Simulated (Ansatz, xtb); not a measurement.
**A geometry optimisation of ClFH4Si3 with r2SCAN-D4/def2-SVP**

The starting geometry of this gas-phase singlet has its atoms placed at random.

```csv
atom,x (Å),y (Å),z (Å)
Cl,-1.5131,-0.9597,-0.4054
F,0.6760,0.0833,-0.5118
Si,1.0204,-0.3546,1.8434
Si,0.1042,2.0480,0.1704
Si,0.9998,-2.0324,0.6108
H,-0.6505,-1.1210,1.7101
H,2.0541,0.0901,0.4438
H,0.9938,-0.1221,-1.3982
H,-0.8557,0.9530,-1.1077
```

Question: Guess where an optimisation with r2SCAN-D4/def2-SVP ends from this start.

Answer: It ends as a structure with F2 bridging H8 and Si4, H6 bridging Si5 and Si3, H7 bridging Si5 and Si3, given below by its coordinates. Distances that change by over a tenth: Si3–Si5 (2.08 → 2.49 Å). Contacts that close: Cl1–Si5 (2.92 → 2.30 Å), Si3–Si4 (3.07 → 2.39 Å), Si3–H6 (1.84 → 1.66 Å), Si3–H7 (1.80 → 1.70 Å), Si4–H9 (1.94 → 1.53 Å), Si5–H6 (2.18 → 1.68 Å), Si5–H7 (2.38 → 1.65 Å).

The energy falls by 9.38 eV over 30 steps:

| step | E − E(last) (eV) |
| --- | --- |
| 1 | 9.382 |
| 4 | 3.428 |
| 7 | 1.310 |
| 11 | 0.396 |
| 14 | 0.149 |
| 17 | 0.057 |
| 20 | 0.008 |
| 24 | 0.001 |
| 27 | 0.000 |
| 30 | 0.000 |

Final geometry (Å):

```json
{"atom": "Cl", "x (Å)": "0.3486", "y (Å)": "-2.1847", "z (Å)": "-1.1137"}
{"atom": "F", "x (Å)": "-0.0390", "y (Å)": "0.5565", "z (Å)": "-1.4716"}
{"atom": "Si", "x (Å)": "0.5787", "y (Å)": "0.3082", "z (Å)": "1.8095"}
{"atom": "Si", "x (Å)": "0.8302", "y (Å)": "1.7269", "z (Å)": "-0.0999"}
{"atom": "Si", "x (Å)": "0.4399", "y (Å)": "-2.1033", "z (Å)": "1.1855"}
{"atom": "H", "x (Å)": "-0.5000", "y (Å)": "-0.7191", "z (Å)": "1.0762"}
{"atom": "H", "x (Å)": "1.5761", "y (Å)": "-0.9130", "z (Å)": "1.1776"}
{"atom": "H", "x (Å)": "0.1258", "y (Å)": "-0.4363", "z (Å)": "-1.4005"}
{"atom": "H", "x (Å)": "-0.5311", "y (Å)": "2.3494", "z (Å)": "0.1924"}
```

From the same start GFN2-xTB ends elsewhere, in pieces: ClH3Si3 + FH.

From so rough a start the end depends on the optimiser's path, so another program may land elsewhere. The end wasn't checked by frequencies. Run with Ansatz 0.2.0, 79 s on 1 thread of Intel(R) Xeon(R) 6975P-C (Granite Rapids) (shared host).
